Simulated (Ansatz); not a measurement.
Cartesian coordinates in Å:
```
C 0.6697 1.4479 -0.8901
Si -0.7024 0.5438 -0.0107
Cl -1.2054 1.5984 1.7004
Sn -0.0426 -1.8325 0.6977
H 0.9266 0.9265 -1.8165
H 0.3570 2.4643 -1.1398
H 1.5634 1.5035 -0.2656
H -1.9237 0.5132 -0.8578
H 0.3574 -2.7817 -0.6679
H 1.3213 -1.7845 1.7240
H -1.3213 -2.5990 1.5264
```

Total charge 0; spin multiplicity 1. Sn takes the def2 core potential.

Task: List the CAM-B3LYP/def2-TZVPP orbital energies in eV (the Gaussian-basis code of Ansatz). (Best estimate.)

Result: Ansatz gave: Occupied: -2764.20, -1801.97, -278.77, -258.99, -198.03, -197.90, -197.90, -146.45, -140.69, -101.83, -101.75, -101.73, -95.56, -95.56, -95.56, -29.75, -29.75, -29.69, -29.61, -29.61, -24.65, -21.69, -16.82, -15.32, -13.56, -13.41, -12.01, -11.76, -11.13, -10.51, -10.46, -10.16, -8.89. Lowest empty: 0.74, 0.86, 1.04, 1.68, 2.36, 2.46, 2.54, 3.10.
